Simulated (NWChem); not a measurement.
The numbers come from NWChem runs, not from measurements. System: H₅AlO₂, charge 0, spin multiplicity 1, at a geometry optimised with B3LYP/def2-SVP. The structure started from a generated list of species. Level: CCSD(T)/6-31G* (spherical d), 7 core orbitals frozen.

NWChem printed:

```
             Northwest Computational Chemistry Package (NWChem) 7.3.0
             --------------------------------------------------------

                                NWChem Input Module
                                -------------------

 Scaling coordinates for geometry "geometry" by  1.889725989
 (inverse scale =  0.529177249)

                             Geometry "geometry" -> ""
                             -------------------------

 Output coordinates in angstroms (scale by  1.889725989 to convert to a.u.)

  No.       Tag          Charge          X              Y              Z
 ---- ---------------- ---------- -------------- -------------- --------------
    1 Al                  13.0000     0.66421600    -0.37212700    -0.18608600
    2 H                    1.0000     1.28130100    -1.16530100     1.04946500
    3 H                    1.0000     1.56820100     0.11117000    -1.39924700
    4 O                    8.0000    -1.04469200    -0.66003000    -0.52091700
    5 H                    1.0000    -1.42321500    -0.98594100    -1.34166400
    6 O                    8.0000    -0.08368800     1.24619400     0.75750000
    7 H                    1.0000    -0.99126300     0.95856100     0.49194400
    8 H                    1.0000    -0.04279100     1.22985100     1.72594500

 Effective nuclear repulsion energy (a.u.)     114.9047523990

            Nuclear Dipole moment (a.u.)
            ----------------------------
        X                 Y               Z
 ---------------- ---------------- ----------------
     0.0000018897     0.0000018897    -0.0000207870


 Summary of "ao basis" -> "" (spherical)
 ------------------------------------------------------------------------------
       Tag                 Description            Shells   Functions and Types
 ---------------- ------------------------------  ------  ---------------------
 *                           6-31g*                   on all atoms

 Summary of "ao basis" -> "ao basis" (spherical)
 ------------------------------------------------------------------------------
       Tag                 Description            Shells   Functions and Types
 ---------------- ------------------------------  ------  ---------------------
 Al                          6-31g*                  8       18   4s3p1d
 H                           6-31g*                  2        2   2s
 O                           6-31g*                  6       14   3s2p1d

                                 NWChem SCF Module
                                 -----------------

  ao basis        = "ao basis"
  functions       =    56
  atoms           =     8
  closed shells   =    17
  open shells     =     0
  charge          =   0.00
  wavefunction    = RHF
  use symmetry    = F
  symmetry adapt  = F

 Summary of "ao basis" -> "ao basis" (spherical)
 ------------------------------------------------------------------------------
       Tag                 Description            Shells   Functions and Types
 ---------------- ------------------------------  ------  ---------------------
 Al                          6-31g*                  8       18   4s3p1d
 H                           6-31g*                  2        2   2s
 O                           6-31g*                  6       14   3s2p1d

 Forming initial guess at       0.0s

      Superposition of Atomic Density Guess
      -------------------------------------

 Sum of atomic energies:        -393.85851786

      Non-variational initial energy
      ------------------------------

 Total energy =    -394.534001
 1-e energy   =    -773.204959
 2-e energy   =     263.766205
 HOMO         =      -0.349139
 LUMO         =       0.037092

 Starting SCF solution at       0.5s

 ----------------------------------------------
         Quadratically convergent ROHF

 Convergence threshold     :          1.000E-07
 Maximum no. of iterations :          100
 Final Fock-matrix accuracy:          1.000E-09
 ----------------------------------------------

              iter       energy          gnorm     gmax       time
             ----- ------------------- --------- --------- --------
                 1     -394.5017166822  1.17D+00  2.50D-01      0.5
[...]
    20      0.331775  2 H  s                 22     -0.324891  3 H  s
     9      0.263098  1 Al pz                21     -0.221683  3 H  s
    19      0.220155  2 H  s

 Vector   18  Occ=0.000000D+00  E= 1.117897D-01
              MO Center=  8.7D-01, -5.1D-01, -1.6D-01, r^2= 6.5D+00
   Bfn.  Coefficient  Atom+Function         Bfn.  Coefficient  Atom+Function
  ----- ------------  ---------------      ----- ------------  ---------------
    12      0.878618  1 Al py                13      0.656194  1 Al pz
    44     -0.438744  6 O  s

 Vector   19  Occ=0.000000D+00  E= 1.402170D-01
              MO Center=  1.7D-01, -2.2D-01, -8.9D-02, r^2= 7.2D+00
   Bfn.  Coefficient  Atom+Function         Bfn.  Coefficient  Atom+Function
  ----- ------------  ---------------      ----- ------------  ---------------
    11      1.165283  1 Al px                10     -0.567260  1 Al s
    28      0.563917  4 O  s                 44      0.437451  6 O  s
    56     -0.371756  8 H  s                  6      0.164655  1 Al s

 Vector   20  Occ=0.000000D+00  E= 1.810301D-01
              MO Center=  1.3D+00, -4.4D-01,  4.5D-01, r^2= 6.7D+00
   Bfn.  Coefficient  Atom+Function         Bfn.  Coefficient  Atom+Function
  ----- ------------  ---------------      ----- ------------  ---------------
    10      1.307572  1 Al s                 20     -0.787368  2 H  s
    11      0.742152  1 Al px                44     -0.610524  6 O  s
    56      0.595043  8 H  s                 22     -0.476217  3 H  s
    12     -0.430922  1 Al py                 6     -0.425192  1 Al s
    54      0.392292  7 H  s                 13      0.291194  1 Al pz

 center of mass
 --------------
 x =   0.00792776 y =  -0.01521625 z =  -0.02084855

 moments of inertia (a.u.)
 ------------------
         224.761567866093          -6.314752653255         -17.357814259334
          -6.314752653255         211.500182674725         -89.346433197018
         -17.357814259334         -89.346433197018         274.933563237333

  Mulliken analysis of the total density
  --------------------------------------

    Atom       Charge   Shell Charges
 -----------   ------   -------------------------------------------------------
    1 Al  13    12.11   2.00  2.00  5.98  0.61  0.99  0.16  0.15  0.22
    2 H    1     1.24   0.48  0.75
    3 H    1     1.22   0.48  0.74
    4 O    8     9.02   2.00  0.87  2.90  1.00  2.24  0.01
    5 H    1     0.54   0.45  0.08
    6 O    8     8.93   2.00  0.88  2.92  1.01  2.09  0.03
    7 H    1     0.45   0.40  0.05
    8 H    1     0.49   0.44  0.05

       Multipole analysis of the density wrt the origin
       ------------------------------------------------

     L   x y z        total         open         nuclear
     -   - - -        -----         ----         -------
     0   0 0 0     -0.000000      0.000000     34.000000

     1   1 0 0     -0.733969      0.000000      0.000002
     1   0 1 0      0.536162      0.000000      0.000002
     1   0 0 1      0.510182      0.000000     -0.000021

     2   2 0 0    -20.858721      0.000000     77.254331
     2   1 1 0     -0.525907      0.000000      1.965072
     2   1 0 1      1.132106      0.000000      9.777474
     2   0 2 0    -19.584789      0.000000     80.288492
     2   0 1 1      4.863071      0.000000     49.070851
     2   0 0 2    -16.016837      0.000000     54.607560

                   NWChem Extensible Many-Electron Theory Module
                   ---------------------------------------------


            General Information
            -------------------
      Number of processors :     1
         Wavefunction type : Restricted Hartree-Fock
          No. of electrons :    34
           Alpha electrons :    17
            Beta electrons :    17
           No. of orbitals :   112
            Alpha orbitals :    56
             Beta orbitals :    56
        Alpha frozen cores :     7
         Beta frozen cores :     7
     Alpha frozen virtuals :     0
      Beta frozen virtuals :     0
         Spin multiplicity : singlet
    Number of AO functions :    56
       Number of AO shells :    30
        Use of symmetry is : off
      Symmetry adaption is : off
         Schwarz screening : 0.10D-09

          Correlation Information
          -----------------------
          Calculation type : Coupled-cluster singles & doubles w/ perturbation
   Perturbative correction : (T)
            Max iterations :      100
        Residual threshold : 0.10D-05
     T(0) DIIS level shift : 0.00D+00
     L(0) DIIS level shift : 0.00D+00
     T(1) DIIS level shift : 0.00D+00
     L(1) DIIS level shift : 0.00D+00
     T(R) DIIS level shift : 0.00D+00
     T(I) DIIS level shift : 0.00D+00
   CC-T/L Amplitude update :  5-th order DIIS
                I/O scheme : Global Array Library
        L-threshold :  0.10D-05
        EOM-threshold :  0.10D-05
 no EOMCCSD initial starts read in
 TCE RESTART OPTIONS
 SLICE:      F
 D4D5:       F
 quantumc:   F
 qrotation:  F
 pwtce:      F
 qducc:      F
 nacto:                         0
 nrotv:                         0
 nrot:                          0

            Memory Information
            ------------------
          Available GA space size is     249033664 doubles
          Available MA space size is     104854308 doubles

 Maximum block size supplied by input
 Maximum block size        24 doubles

 tile_dim =     20

 -------------------------------------------------

 Global array virtual files algorithm will be used

 Parallel file system coherency ......... OK

 4-electron integrals stored in orbital form

 v2    file size   =          1590491
 4-index algorithm nr.  13 is used
 imaxsize =       30
 imaxsize ichop =        0


CCSD iterations
 ---------------------------------------------------------
 Iter          Residuum       Correlation     Cpu    Wall
 ---------------------------------------------------------
    1   0.1530868125298  -0.4259468286958     0.3     0.3
    2   0.0464543809208  -0.4393644164313     0.3     0.3
    3   0.0171549200915  -0.4472587746055     0.3     0.3
    4   0.0071683369212  -0.4492094962862     0.3     0.3
    5   0.0030524819580  -0.4500545479810     0.3     0.3
    6   0.0005819785444  -0.4505190156193     0.3     0.3
    7   0.0002949230018  -0.4505774247403     0.3     0.3
    8   0.0001283271313  -0.4505830898990     0.3     0.3
    9   0.0000805628294  -0.4505844968838     0.2     0.2
   10   0.0000391854876  -0.4505869730339     0.3     0.3
   11   0.0000096536894  -0.4505880319400     0.3     0.3
   12   0.0000044458015  -0.4505891305004     0.3     0.3
   13   0.0000023850730  -0.4505891782118     0.3     0.3
   14   0.0000013343997  -0.4505892100149     0.2     0.2
   15   0.0000007611398  -0.4505892105406     0.3     0.3
 -----------------------------------------------------------------
 Iterations converged
 CCSD correlation energy / hartree =        -0.450589210540594
 CCSD total energy / hartree       =      -395.032030885350366

 Singles contributions

 Doubles contributions
 CCSD(T)
 Using plain CCSD(T) code
             total no. of tasks           10
 total no. of tasks / no. procs           10
                         wl_min      6859000          13.8
                         wl_max      8000000          14.1
        thresh for no. of tasks           10

 CCSD[T]  correction energy / hartree =        -0.007147344397107
 CCSD[T] correlation energy / hartree =        -0.457736554937701
 CCSD[T] total energy / hartree       =      -395.039178229747449
 CCSD(T)  correction energy / hartree =        -0.006554051694198
 CCSD(T) correlation energy / hartree =        -0.457143262234792
 CCSD(T) total energy / hartree       =      -395.038584937044561

 Task  times  cpu:       21.1s     wall:       21.1s

 Total times  cpu:       21.2s     wall:       21.2s
```

Task: Write an NWChem input that would produce this output.

Result: Several could match; the one computed here: 
```
start mol
memory heap 100 mb stack 700 mb global 1900 mb
geometry units angstroms nocenter noautoz noautosym
  Al     0.664216    -0.372127    -0.186086
  H      1.281301    -1.165301     1.049465
  H      1.568201     0.111170    -1.399247
  O     -1.044692    -0.660030    -0.520917
  H     -1.423215    -0.985941    -1.341664
  O     -0.083688     1.246194     0.757500
  H     -0.991263     0.958561     0.491944
  H     -0.042791     1.229851     1.725945
end
basis spherical
  * library 6-31g*
end
scf
  rhf
  nopen 0
  maxiter 100
  thresh 1e-7
  semidirect memsize 60000000 filesize 0
end
tce
  freeze core 7
  ccsd(t)
  2eorb
  2emet 13
  thresh 1e-6
  maxiter 100
  tilesize 24
end
task tce energy
```
